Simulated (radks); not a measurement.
Values are calculated unless marked as measured or tabulated.
Trend from Cu2+ to Au2+: ionisation energy by Delta-SCF between NIST ground configurations, and size. Code: a radial shooting solver on a logarithmic mesh with Libxc functionals. Model: scalar-relativistic Kohn-Sham, PBEsol, spin-polarised, spherical densities, finite nucleus; open shells are filled with parallel spins first (spin-orbit coupling, left out, can overturn this in heavy ions); Fermi nuclear charge, rms radius of each element as measured or else 0.836 A^(1/3) + 0.57 fm.

| species | configuration | configuration of the ion | IE (eV) | NIST (eV) | kind | outermost | <r> outermost (bohr) |
|---|---|---|---|---|---|---|---|
| Cu2+ | [Ar] 3d9 | [Ar] 3d8 | 38.101 | 36.84 | exp. | 3d | 0.926 |
| Ag2+ | [Kr] 4d9 | [Kr] 4d8 | 35.577 | 34.8 | semi-emp. | 4d | 1.31 |
| Au2+ | [Xe] 4f14 5d9 | [Xe] 4f14 5d8 | 33.359 | 30 | theory | 5d | 1.50 |

Reference values: NIST Atomic Spectra Database (exp. = measured, semi-emp. = semi-empirical, theory = theoretical value adopted there). Open shells are spherical and high-spin; term and fine-structure splittings are not resolved. Spin-orbit splitting is averaged out at the scalar-relativistic level.
